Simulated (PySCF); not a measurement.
# Reading the logs of faulty runs: CH4Si2

Calculated results; nothing here was measured. They come from PySCF 2.14.0, an open-source quantum chemistry program, on an isolated molecule that a program drew, which may never have been made. The molecule is CH4Si2 (charge 0, singlet), drawn as the SMILES string `[SiH]C=[SiH2]`.

Each row is a Hartree-Fock (HF) and frozen-core CCSD(T) single point in the cc-pV(D+d)Z basis, meant for a local HF minimum. Run 1 is clean. Each other run has one planted mistake out of seven kinds, and not every kind appears here: one electron removed, one electron added, multiplicity raised by two, geometry at a saddle point, minimal basis STO-3G, one bond length entered in bohr, all coordinates scaled. The reference is restricted for singlets and unrestricted otherwise, and also for a bond in bohr. Adding or removing an electron swaps singlet and doublet. Electrons count all cores. HOMO and LUMO are orbital energies over both spins, the gradient is its largest component, and the lowest frequency (negative if imaginary) is given only where the gradient is small. Bond lengths are over the 6 bonds as drawn. T1 is the CCSD diagnostic: over 0.02 (restricted) or 0.045 (unrestricted) a single reference is doubtful.

Geometry of the clean run:
```xyz
7
CH4Si2, angstrom
Si    1.5652   -0.1245   -0.1992
C     1.2564   -1.4006   -1.5004
Si   -0.1828   -1.4413   -2.4211
H     0.2421    0.6175   -0.3663
H     2.0161   -2.1555   -1.6907
H    -1.2763   -0.4768   -2.2531
H    -0.4773   -2.4377   -3.4708
```

```
run,electrons,basis functions,<S^2>,HOMO (eV),LUMO (eV),gradient (hartree/bohr),lowest frequency (cm^-1),mean bond (Å),longest bond (Å),T1,HF (hartree),CCSD(T) (hartree),mistake
1,38,80,0.000,-8.13,0.61,3.5e-05,174,1.5193,1.849,0.0158,-617.96605,-618.34283,no fault
2,38,80,2.271,-6.92,0.33,4.0e-02,-,1.5193,1.849,0.0399,-617.93652,-618.29006,multiplicity raised by two
3,38,80,1.421,-7.92,0.19,2.8e-02,-,1.7934,3.493,0.0608,-617.85845,-618.20050,one bond length entered in bohr
4,37,80,0.770,-14.75,-5.82,5.3e-02,-,1.5193,1.849,0.0195,-617.71070,-618.05488,one electron removed
5,39,80,1.021,-0.90,6.94,2.9e-02,-,1.5193,1.849,0.0401,-617.97183,-618.35843,?
```

**Which mistake was planted in run 5, and what did it cost?**

It counts 39 electrons, one more than the clean run, at the same geometry and basis. So the mistake is: one electron added. Subtracting run 1 and multiplying by 627.51 kcal/mol a hartree, the energy moved by -3.6 kcal/mol in HF and -9.8 kcal/mol in CCSD(T).

Cautions from the logs. Run 3: T1 is over the limit, so its CCSD(T) energy is less reliable.
